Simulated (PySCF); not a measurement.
Task: What does the PBE0-D3(BJ)/def2-SVP structure of `C#CC1=CC=C(B(C)C)S1` look like in three dimensions?

Result: 
```xyz
19
C8H9BS angstrom
C      5.0248   -0.8315   -1.3480
C      3.9308   -0.7063   -0.8363
C      2.6534   -0.5592   -0.2495
C      2.3020   -0.7531    1.0802
C      0.9348   -0.5145    1.3105
C      0.2205   -0.1388    0.1796
B     -1.2854    0.1972    0.0368
C     -1.9165    0.5037   -1.3728
C     -2.2030    0.2429    1.3155
S      1.2845   -0.0880   -1.1851
H      5.9940   -0.9430   -1.7979
H      3.0245   -1.0559    1.8383
H      0.4630   -0.6147    2.2894
H     -1.2018    0.7178   -2.1816
H     -2.6526    1.3224   -1.3218
H     -2.4920   -0.3917   -1.6753
H     -1.8213   -0.2968    2.1941
H     -3.2294   -0.0967    1.1045
H     -2.2938    1.3072    1.6058
```

Orientation and origin are arbitrary. Atoms count from 1 in this order. S10 (thiophene-type sulfur) is bent (angle 93.0°). Of the pairs four or more bonds apart, S10···H14 is among the closest relative to their van der Waals radii: 2.80 Å, 93 % of the sum of Bondi's values. The 5-membered ring C3–C4–C5–C6–S10 has internal angles of 93.0° to 114.3°; it is planar, 0.00 Å rms from its mean plane, widest ring torsion 0°. The C–C distances run from 1.214 Å (C1≡C2, drawn triple) to 1.413 Å (C2–C3, drawn single), a spread of 0.199 Å.

Bonds between heavy atoms (Å): C1≡C2 1.214, C2–C3 1.413, C3–C4 1.389, C4–C5 1.407, C5–C6 1.389, C6–B7 1.549, B7–C8 1.575, B7–C9 1.575, C6–S10 1.731, C3–S10 1.724.

Method used: PBE0-D3(BJ)/def2-SVP geometry optimisation, gas phase in PySCF 2.14.0.

No PBE0-D3(BJ)/def2-SVP frequencies stand behind this structure, so it isn't proved a minimum.
